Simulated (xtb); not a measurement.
C3H10N (SMILES CC(C)[NH3+]), charge +1, singlet, at a GFN2-xTB geometry; GFN2-xTB (xtb 6.7.1).

The xtb input:
```
$ xtb mol.xyz --gfn 2 --chrg 1 --hess --json

# file mol.xyz
14

C     -0.39725636    -1.28515272     0.57940966
C      0.09548258     0.13341939     0.36938894
C     -0.99337004     1.06988112    -0.11711552
N      1.19105752     0.10155536    -0.67598328
H     -0.84469694    -1.68443903    -0.32777214
H      0.40505652    -1.94411756     0.90202263
H     -1.15853618    -1.29523998     1.35356128
H      0.54487941     0.51899422     1.28845147
H     -0.61198119     2.07383791    -0.28632852
H     -1.77502768     1.14029938     0.63322578
H     -1.44860097     0.70137169    -1.03339990
H      0.80054989    -0.25809640    -1.55779652
H      1.95847618    -0.51671124    -0.38424334
H      1.56334124     1.04432681    -0.84593620
```

Question: What does xtb print? Leave out banner, timings and long lists.

Answer: 
```
   ID    Z sym.   atoms
    1    6 C      1-3
    2    7 N      4
    3    1 H      5-14

           -------------------------------------------------
          |                Calculation Setup                |
           -------------------------------------------------

           -------------------------------------------------
          |                 G F N 2 - x T B                 |
           -------------------------------------------------

          ...................................................
          :                      SETUP                      :
          :.................................................:
          :  # basis functions                  26          :
          :  # atomic orbitals                  26          :
          :  # shells                           18          :
          :  # electrons                        26          :
          :  max. iterations                   250          :
          :  Hamiltonian                  GFN2-xTB          :
          :  restarted?                      false          :
          :  GBSA solvation                  false          :
          :  PC potential                    false          :
          :  electronic temp.          300.0000000     K    :
          :  accuracy                    1.0000000          :
          :  -> integral cutoff          0.2500000E+02      :
          :  -> integral neglect         0.1000000E-07      :
          :  -> SCF convergence          0.1000000E-05 Eh   :
          :  -> wf. convergence          0.1000000E-03 e    :
          :  Broyden damping             0.4000000          :
          :  net charge                          1          :
          :  unpaired electrons                  0          :
          ...................................................

 iter      E             dE          RMSdq      gap      omega  full diag
   1    -14.1169640 -0.141170E+02  0.337E+00   11.94       0.0  T
   2    -14.2161294 -0.991654E-01  0.172E+00   10.21       1.0  T
   3    -14.2178518 -0.172237E-02  0.110E+00    9.93       1.0  T
   4    -14.2183264 -0.474640E-03  0.173E-01    9.59       1.0  T
   5    -14.2183390 -0.126059E-04  0.782E-02    9.60       1.0  T
   6    -14.2183419 -0.291616E-05  0.174E-02    9.62       1.5  T
   7    -14.2183431 -0.117851E-05  0.348E-03    9.63       7.7  T
   8    -14.2183431 -0.154286E-07  0.489E-04    9.63      54.7  T
   9    -14.2183431 -0.163343E-09  0.116E-04    9.63     230.1  T

   *** convergence criteria satisfied after 9 iterations ***

         :::::::::::::::::::::::::::::::::::::::::::::::::::::
         ::                     SUMMARY                     ::
         :::::::::::::::::::::::::::::::::::::::::::::::::::::
         :: total energy             -14.012487758726 Eh    ::
         :: gradient norm              0.000030606958 Eh/a0 ::
         :: HOMO-LUMO gap              9.627022135566 eV    ::
         ::.................................................::
         :: SCC energy               -14.218335439727 Eh    ::
         :: -> isotropic ES            0.109571454933 Eh    ::
         :: -> anisotropic ES         -0.011350397204 Eh    ::
         :: -> anisotropic XC          0.011239582383 Eh    ::
         :: -> dispersion             -0.005270245896 Eh    ::
         :: repulsion energy           0.205847681001 Eh    ::
         :: add. restraining           0.000000000000 Eh    ::
         :: total charge               1.000000000000 e     ::
         :::::::::::::::::::::::::::::::::::::::::::::::::::::

           -------------------------------------------------
          |                Numerical Hessian                |
           -------------------------------------------------
step length          :   0.00500
SCC accuracy         :   0.30000
Hessian scale factor :   1.00000
frozen atoms in %    :   0.00000    0
RMS gradient         :   0.00003
estimated CPU  time      0.01 min

writing file <hessian>.

[...]
   9:  0.00  10:  0.00  11:  0.00  12:  0.00  13:  0.00  14:  0.00  15:  0.00  16:  0.00
  17:  0.00  18:  0.00  19:  0.00  20:  0.00  21:  0.00  22:  0.00  23:  0.00  24:  0.00
  25:  0.00  26:  0.00  27:  0.00  28:  0.00  29:  0.00  30:  0.00  31:  0.00  32:  0.00
  33:  0.00  34:  0.00  35:  0.00  36:  0.00  37:  0.00  38:  0.00  39:  0.00  40:  0.00
  41:  0.00  42:  0.00
 output can be read by thermo (or use thermo option).
 writing <g98.out> molden fake output.
 recommended (thermochemical) frequency scaling factor: 1.0
           -------------------------------------------------
          |             Thermodynamic Functions             |
           -------------------------------------------------

cs  symmetry found (for desy threshold:  0.10E+00) used in thermo

          ...................................................
          :                      SETUP                      :
          :.................................................:
          :  # frequencies                          36      :
          :  # imaginary freq.                       0      :
          :  linear?                             false      :
          :  only rotor calc.                    false      :
          :  symmetry                               cs      :
          :  rotational number                       1      :
          :  scaling factor                  1.0000000      :
          :  rotor cutoff                   50.0000000 cm⁻¹ :
          :  imag. cutoff                  -20.0000000 cm⁻¹ :
          :.................................................:

    mode    ω/cm⁻¹     T·S(HO)/kcal·mol⁻¹    T·S(FR)/kcal·mol⁻¹   T·S(vib)
   ------------------------------------------------------------------------
       1    173.55    -0.71456 ( 99.32%)    -0.68753 (  0.68%)    -0.71438
       2    213.63    -0.60002 ( 99.70%)    -0.62606 (  0.30%)    -0.60009
       3    240.36    -0.53674 ( 99.81%)    -0.59116 (  0.19%)    -0.53684
   ------------------------------------------------------------------------

   temp. (K)  partition function   enthalpy   heat capacity  entropy
                                   cal/mol     cal/K/mol   cal/K/mol   J/K/mol
 298.15  VIB   7.38                 1924.157     14.680     10.426
         ROT  0.523E+05              888.752      2.981     24.572
         INT  0.386E+06             2812.910     17.661     34.999
         TR   0.451E+27             1481.254      4.968     38.184
         TOT                        4294.1638    22.6287    73.1826   306.1961

       T/K    H(0)-H(T)+PV         H(T)/Eh          T*S/Eh         G(T)/Eh
   ------------------------------------------------------------------------
    298.15    0.684319E-02    0.137668E+00    0.347714E-01    0.102896E+00
   ------------------------------------------------------------------------

         :::::::::::::::::::::::::::::::::::::::::::::::::::::
         ::                  THERMODYNAMIC                  ::
         :::::::::::::::::::::::::::::::::::::::::::::::::::::
         :: total free energy         -13.909591298739 Eh   ::
         ::.................................................::
         :: total energy              -14.012487758749 Eh   ::
         :: zero point energy           0.130824701604 Eh   ::
         :: G(RRHO) w/o ZPVE           -0.027928241594 Eh   ::
         :: G(RRHO) contrib.            0.102896460010 Eh   ::
         :::::::::::::::::::::::::::::::::::::::::::::::::::::

           -------------------------------------------------
          | TOTAL ENERGY              -14.012487758749 Eh   |
          | TOTAL ENTHALPY            -13.874819871601 Eh   |
          | TOTAL FREE ENERGY         -13.909591298739 Eh   |
          | GRADIENT NORM               0.000030306668 Eh/α |
          | HOMO-LUMO GAP               9.627008765529 eV   |
           -------------------------------------------------

normal termination of xtb
```
